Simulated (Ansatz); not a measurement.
Born–Oppenheimer molecular dynamics of H$_{8}$O$_{2}$Si$_{3}$ (13 atoms, charge 0, multiplicity 1). It starts from a relaxed structure.

Theory: RKS PBE/STO-3G (Ansatz 0.2.0).

| Quantity | Value |
| --- | --- |
| ensemble | NVT, Langevin thermostat |
| time step | 0.5 fs |
| steps asked | 150 |
| set temperature | 300 K |
| friction | 0.01 /fs |
| masses | H 3.016 u |
| seed | 697289 |

First frame:

```xyz
13
Properties=species:S:1:pos:R:3
Si -0.116 0.014 -0.240
O -0.153 -0.155 1.490
H 0.026 -1.165 1.628
O 1.500 0.092 -0.849
Si 2.417 -1.350 -0.647
H 1.732 -2.533 -1.177
H 3.662 -1.149 -1.375
H 2.736 -1.632 0.755
Si -1.109 1.985 -0.748
H -2.547 1.897 -0.542
H -0.603 3.073 0.076
H -0.883 2.334 -2.143
H -0.795 -1.147 -0.851
```

Q: How far do the bonds stretch over the last three quarters of this one trajectory? (Pairs bonded in most of those frames.)

A: 
```csv
bond,mean (Å),spread (Å),shortest,longest
Si1–O2,1.731,0.016,1.71,1.76
Si1–O4,1.713,0.029,1.68,1.76
Si1–Si9,2.269,0.018,2.24,2.29
Si1–H13,1.474,0.029,1.43,1.52
O2–H3,1.036,0.017,1.01,1.07
O4–Si5,1.713,0.015,1.69,1.74
Si5–H6,1.472,0.018,1.44,1.50
Si5–H7,1.460,0.020,1.43,1.50
Si5–H8,1.465,0.023,1.43,1.51
Si9–H10,1.459,0.015,1.44,1.49
Si9–H11,1.464,0.047,1.39,1.53
Si9–H12,1.459,0.035,1.39,1.53
```

Mean temperature of the second half: 245 K. The mean temperature of the second half is 18 % below the set value. A run of 0.075 ps of so small a system gives no equilibrium averages. Limits of this set-up: minimal basis.

Time of the run: 7.4 min on 1 thread of Arm Neoverse V1, with other jobs on the host, peak memory 0.1 GiB.
